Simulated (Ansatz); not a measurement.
A nudged elastic band was laid between two geometries of CH5AlClNO (10 atoms, charge 0, multiplicity 1).

The calculation used RKS B3LYP/6-31G* in Ansatz 0.2.0.

```
movable images  : 7
climbing image  : yes
spring          : 5.0 eV/Å²
optimiser       : quadratic models (default)
start path      : IDPP
force threshold : 0.05 eV/Å
iteration limit : 31
end points      : relaxed
```

Image 0:

```xyz
10
Properties=species:S:1:pos:R:3
N 0.039 1.366 1.556
Al -0.732 0.173 0.457
C 0.601 -0.819 -0.739
O 0.407 -2.028 -1.188
Cl -1.043 0.890 -1.678
H -0.338 1.543 2.480
H 0.615 2.147 1.268
H -1.885 -0.754 1.022
H 1.446 -0.307 -1.223
H 0.973 -2.262 -1.951
```

Image 8:

```xyz
10
Properties=species:S:1:pos:R:3
N 0.033 1.367 1.557
Al -0.733 0.174 0.453
C 0.604 -0.819 -0.736
O 0.410 -2.029 -1.183
Cl -1.031 0.886 -1.686
H 0.620 2.142 1.276
H -0.355 1.550 2.475
H -1.891 -0.748 1.013
H 1.451 -0.309 -1.219
H 0.975 -2.264 -1.947
```

(1) Which bonds break or form, and what moves?

(2) Give the energies along the band, and the barrier.

(3) What is the geometry of the highest image?

(4) What are the harmonic wavenumbers there?

Results:

(1) No bond is made or broken. The height of N1 over the plane of its neighbours goes from -0.14 to 0.13 Å. The two ends are copies of one structure, up to a mirror image or an exchange of like atoms.

(2) The run converged. The highest image is number 4 of 0 to 8, 0.141 eV above the ends, which have the same energy within 2 meV. A vibrational analysis at the climbing image gives one clearly imaginary mode, 242i cm⁻¹: a first-order saddle point.

| image | path coordinate (Å) | energy (eV) | height of N1 over the plane of its neighbours (Å) |
| --- | --- | --- | --- |
| 0 | 0.00 | 0.000 | -0.14 |
| 1 | 0.48 | 0.015 | -0.11 |
| 2 | 0.95 | 0.065 | -0.16 |
| 3 | 1.43 | 0.118 | -0.21 |
| 4 | 1.91 | 0.141 | -0.17 |
| 5 | 2.36 | 0.110 | 0.04 |
| 6 | 2.81 | 0.049 | 0.13 |
| 7 | 3.26 | 0.012 | 0.14 |
| 8 | 3.70 | 0.000 | 0.13 |

(3) 
```xyz
10
Properties=species:S:1:pos:R:3:forces:R:3
N -0.008 1.594 1.271 -0.02 0.02 -0.04
Al -0.813 0.350 0.238 0.01 -0.02 0.00
C 0.592 -0.952 -0.469 0.00 0.00 0.00
O 0.346 -2.187 -0.813 -0.01 0.00 0.00
Cl -0.545 0.727 -1.984 0.00 0.00 0.00
H 0.545 1.363 2.088 0.02 -0.02 0.02
H -0.395 2.523 1.391 0.00 0.02 0.01
H -2.232 -0.310 0.493 -0.01 0.00 0.00
H 1.574 -0.589 -0.803 0.00 0.00 0.00
H 1.019 -2.571 -1.410 0.00 0.01 0.00
```

(4) 242i, 102, 141, 182, 265, 275, 306, 372, 504, 555, 633, 675, 707, 781, 998, 1263, 1365, 1494, 1614, 1935, 3077, 3559, 3607, 3643 cm⁻¹.

Run time: 3.9 min on 1 thread of Arm Neoverse V2 (shared host), peak memory 0.2 GiB.
